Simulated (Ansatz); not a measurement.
C₃H₁₀B₂, SMILES `BB(C)CC`. Charge 0, multiplicity 1.

```
atom   x (Å)   y (Å)   z (Å)
  B1  -0.122   1.753   0.550
  B2  -0.089   0.100   0.599
  C3  -0.050  -0.652   1.983
  C4  -0.098  -0.773  -0.710
  C5   0.232  -0.097  -2.035
  H6   0.874   2.423   0.588
  H7  -1.151   2.370   0.488
  H8  -0.464  -1.663   1.934
  H9  -0.497  -0.121   2.826
 H10   1.018  -0.766   2.225
 H11   0.516  -1.671  -0.562
 H12  -1.129  -1.164  -0.737
 H13   1.257   0.284  -2.041
 H14   0.134  -0.778  -2.884
 H15  -0.431   0.754  -2.222
```

**Question.** Give the diagnostics of a CCSD(T)/def2-TZVPP run (frozen core, the Gaussian-basis code of Ansatz). (An estimate is asked.)

**Answer.** Ansatz gave: T1 = 0.0105, largest single amplitude 0.016, largest double 0.025, (T) share of the correlation energy 3.6 %, 9 CCSD cycles. The RHF solution is stable towards an unrestricted one. T1 lies under the customary mark of 0.02 for closed shells.
